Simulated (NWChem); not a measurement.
System: Si₂H₄OF₂; SMILES F[Si@@H]([SiH2]F)O

Input file for NWChem:

```
start job
memory heap 200 mb stack 900 mb global 1100 mb
geometry units angstroms noautoz
  O     -1.142452    -1.720666    -0.334803
  Si     0.035941    -0.831818     0.411873
  F      1.506771    -1.407270     0.016023
  Si    -0.218943     1.319652    -0.474001
  F      0.832929     2.316722     0.276992
  H     -1.289000    -2.628428    -0.050817
  H     -0.047887    -0.938283     1.897516
  H      0.073310     1.335899    -1.936183
  H     -1.597638     1.834773    -0.229371
end
basis spherical
  * library def2-tzvp
end
dft
  xc hfexch
  iterations 150
  semidirect filesize 400000000
  mulliken
end
task dft energy
```

NWChem printed, in part:

```
             Northwest Computational Chemistry Package (NWChem) 7.3.0
             --------------------------------------------------------

 C1  symmetry detected

                             Geometry "geometry" -> ""
                             -------------------------

 Output coordinates in angstroms (scale by  1.889725989 to convert to a.u.)

  No.       Tag          Charge          X              Y              Z
 ---- ---------------- ---------- -------------- -------------- --------------
    1 O                    8.0000    -1.14229050    -1.83545799    -0.09865908
    2 Si                  14.0000     0.10660086    -0.86547296     0.38671221
    3 F                    9.0000     1.47411637    -1.28110152    -0.39324762
    4 Si                  14.0000    -0.54257703     1.28287274    -0.27792347
    5 F                    9.0000     0.57627689     2.34812509     0.24931188
    6 H                    1.0000    -1.13594369    -2.76308086     0.15752785
    7 H                    1.0000     0.40746759    -1.03484830     1.83801792
    8 H                    1.0000    -0.62896871     1.38175841    -1.76332243
    9 H                    1.0000    -1.85410425     1.65302576     0.32942853

 Effective nuclear repulsion energy (a.u.)     303.2281222572

  xc_inp: hfexch multiplicative factor not found.

                                 NWChem DFT Module
                                 -----------------

 Summary of "ao basis" -> "ao basis" (spherical)
 ------------------------------------------------------------------------------
       Tag                 Description            Shells   Functions and Types
 ---------------- ------------------------------  ------  ---------------------
 O                         def2-tzvp                11       31   5s3p2d1f
 Si                        def2-tzvp                13       37   5s5p2d1f
 F                         def2-tzvp                11       31   5s3p2d1f
 H                         def2-tzvp                 4        6   3s1p

            General Information
            -------------------
          SCF calculation type: DFT
          Wavefunction type:  closed shell.
          No. of atoms     :     9
          No. of electrons :    58
           Alpha electrons :    29
            Beta electrons :    29
          Charge           :     0
          Spin multiplicity:     1
          Use of symmetry is: off; symmetry adaption is: off
          Maximum number of iterations: 150
          AO basis - number of functions:   191
                     number of shells:    75
          Convergence on energy requested:  1.00D-06
          Convergence on density requested:  1.00D-05
          Convergence on gradient requested:  5.00D-04

              XC Information
              --------------
                     Hartree-Fock (Exact) Exchange  1.000

      Superposition of Atomic Density Guess
      -------------------------------------

 Sum of atomic energies:        -853.29052179

      Non-variational initial energy
      ------------------------------

 Total energy =    -854.381353
 1-e energy   =   -1788.456147
 2-e energy   =     630.846672
 HOMO         =      -0.314648
 LUMO         =      -0.016204

------------------------------------------------------------
EAF file 0: "./job.aoints.0" size=487587840 bytes
------------------------------------------------------------
               write      read    awrite     aread      wait
               -----      ----    ------     -----      ----
     calls:      930         0         0         0         0
   data(b): 4.88e+08  0.00e+00  0.00e+00  0.00e+00
   time(s): 0.00e+00  0.00e+00  0.00e+00  0.00e+00  0.00e+00
rate(mb/s): 0.00e+00  0.00e+00
------------------------------------------------------------

     ---------------------------------------------
      Total Density - Mulliken Population Analysis
     ---------------------------------------------

    Atom       Charge   Shell Charges
 -----------   ------   -------------------------------------------------------
    1 O    8     8.83   0.79  1.18  0.59  0.95  0.24  2.02  2.20  0.84  0.00  0.01  0.00
    2 Si  14    13.02   2.00  0.59  1.39  0.82  0.41  4.10  1.73  0.46  0.91  0.23  0.17  0.15  0.07
    3 F    9     9.53   0.77  1.20  0.61  1.02  0.31  2.37  2.36  0.88  0.00  0.01  0.00
    4 Si  14    13.36   2.00  0.59  1.39  0.85  0.47  4.11  1.73  0.48  1.13  0.36  0.11  0.10  0.04
    5 F    9     9.53   0.77  1.20  0.61  1.02  0.31  2.37  2.36  0.88  0.00  0.01  0.00
    6 H    1     0.55   0.19  0.25  0.06  0.04
    7 H    1     1.07   0.23  0.54  0.30  0.01
    8 H    1     1.05   0.23  0.54  0.28  0.01
    9 H    1     1.05   0.22  0.54  0.28  0.01

   convergence    iter        energy       DeltaE   RMS-Dens  Diis-err
 ---------------- ----- ----------------- --------- --------- ---------
 d= 0,ls=0.0,diis     1   -854.1425079703 -1.16D+03  3.09D-03  1.05D+00
 d= 0,ls=0.0,diis     2   -854.2277240366 -8.52D-02  1.07D-03  4.34D-01
 d= 0,ls=0.0,diis     3   -854.2597653322 -3.20D-02  3.81D-04  5.41D-03
 d= 0,ls=0.0,diis     4   -854.2609508336 -1.19D-03  8.53D-05  2.34D-04
 d= 0,ls=0.0,diis     5   -854.2610094822 -5.86D-05  1.60D-05  1.15D-05
  Resetting Diis
 d= 0,ls=0.0,diis     6   -854.2610123085 -2.83D-06  4.59D-06  1.55D-06
 d= 0,ls=0.0,diis     7   -854.2610125877 -2.79D-07  1.64D-06  1.84D-07

         Total DFT energy =     -854.261012587660
      One electron energy =    -1791.964069718519
           Coulomb energy =      705.289043251171
    Exchange-Corr. energy =      -70.814108377545
 Nuclear repulsion energy =      303.228122257234

 Numeric. integr. density =        0.000000000000

                       DFT Final Molecular Orbital Analysis
                       ------------------------------------

[...]
```

Level: Hartree-Fock/def2-TZVP. Coordinates come from a PBE0/def2-SVP optimisation.
